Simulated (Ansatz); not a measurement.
Compare A (`CC1(S)[SiH2]C1=S`) with its isomer B (`C#CSS[SiH2]C`).

Computed with Ansatz on PBE0-D4/def2-TZVP structures; ΔE is electronic, products minus reactants. CCSD(T)/CBS adds triple-zeta CCSD(T) − MP2 to the extrapolated MP2 energy (def2 sets, frozen cores). Functionals use def2-TZVPP. B3LYP here is the variant with VWN-RPA as its local correlation; programs differ in this. One conformer a species, not always the lowest.

A:

```xyz
12

C    -1.2610   -0.6241    0.6410
C     0.0700   -0.2410    0.0636
S     1.5056   -1.2037    0.5641
Si    0.5878    0.4372   -1.6331
C     0.5348    1.1811    0.0499
S     0.3707    2.4179    1.0544
H    -1.4838   -1.6718    0.4337
H    -1.2633   -0.4744    1.7244
H    -2.0545   -0.0053    0.2150
H     1.7109   -0.6009    1.7538
H    -0.4749    0.9251   -2.5427
H     1.7576   -0.1400   -2.3239
```

B:

```xyz
12

C    -1.7710   -2.6817   -1.7624
C    -1.5173   -2.3835   -0.6222
S    -1.2564   -2.0019    0.9862
S     0.6432   -1.1726    0.9804
Si    0.0496    0.8533    0.5431
C     1.6073    1.8751    0.4581
H    -1.9879   -2.9455   -2.7705
H    -0.8581    1.3230    1.6204
H    -0.6823    0.8562   -0.7483
H     1.3547    2.9164    0.2414
H     2.1491    1.8470    1.4056
H     2.2691    1.5142   -0.3318
```

Problem. Which isomer does CCSD(T)/CBS put lower? Give the gap. (Best estimate.)

Solution. Ansatz gave: B, by 104.0 kJ/mol.

Problem. Give E(B) − E(A) in kJ/mol with B3LYP, PBE-D4, r2SCAN-D4, B3LYP-D4, B2PLYP, PBE0-D4, ωB97M-V. (Best estimate.)

Solution. Computed: B3LYP -116.2, PBE-D4 -83.4, r2SCAN-D4 -94.6, B3LYP-D4 -107.8, B2PLYP -111.0, PBE0-D4 -88.0, ωB97M-V -103.1. None reverses the order clearly.

Largest T1 diagnostic: 0.016.

The D4 term adds +8.5 kJ/mol with B3LYP and +4.4 kJ/mol with PBE0; it sums over pairs of atoms, weighted by their polarisabilities, and B3LYP, whose exchange is more repulsive, gets the larger term. In def2-TZVPP, CCSD(T) changes the Hartree–Fock value by +49.6 kJ/mol (the triples alone add +8.3 kJ/mol) and MP2 by +50.5 kJ/mol.
